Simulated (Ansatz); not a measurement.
Reaction (redistribution): `[SiH3][N]([SiH3])[Mg][N]([SiH3])[SiH3]` + `S[Si]Cl` → `[SiH3][N]([SiH3])[Mg][Cl]` + `[SiH3]N([SiH3])[Si]S`

Program: Ansatz. Geometries: PBE0-D4/def2-TZVP. ΔE: electronic, gas phase. CCSD(T)/CBS adds triple-zeta CCSD(T) − MP2 to the extrapolated MP2 energy (def2 sets, frozen cores). This one scheme is used for every species. Functionals use def2-TZVPP. B3LYP here is the variant with VWN-RPA as its local correlation; programs differ in this. HSE06 is defined as in plane-wave codes. For Mg outer-core shells are correlated without core-valence functions, which leaves a few kJ/mol of doubt a bond. Each species was taken in one conformer, which may not be the lowest.

CCSD(T)/CBS gives -55.6 kJ/mol.

(1) Another level gave -66.9 kJ/mol. Which?
A. HSE06-D4/def2-TZVPP
B. B3LYP-D4/def2-TZVPP
C. HF/def2-TZVPP
D. PBE-D4/def2-TZVPP

Largest T1 diagnostic among the species: 0.014.

Results:

(1) B. B3LYP-D4 -66.9, PBE-D4 -57.9, HSE06-D4 -62.1, HF/def2-TZVPP -74.7 kJ/mol.

The D4 term adds −6.6 kJ/mol with B3LYP and −2.8 kJ/mol with PBE0; it sums over pairs of atoms, weighted by their polarisabilities, and B3LYP, whose exchange is more repulsive, gets the larger term. In def2-TZVPP, CCSD(T) changes the Hartree–Fock value by +10.0 kJ/mol (the triples alone add +1.0 kJ/mol) and MP2 by +9.0 kJ/mol. Leaving LDA and LC-ωPBE aside and taking each functional with its dispersion term where it has one, the values, not all of them listed here, spread over 15.8 kJ/mol, from BHLYP-D4 to B97M-V. LDA lies −5.8 kJ/mol from PBE without D4.
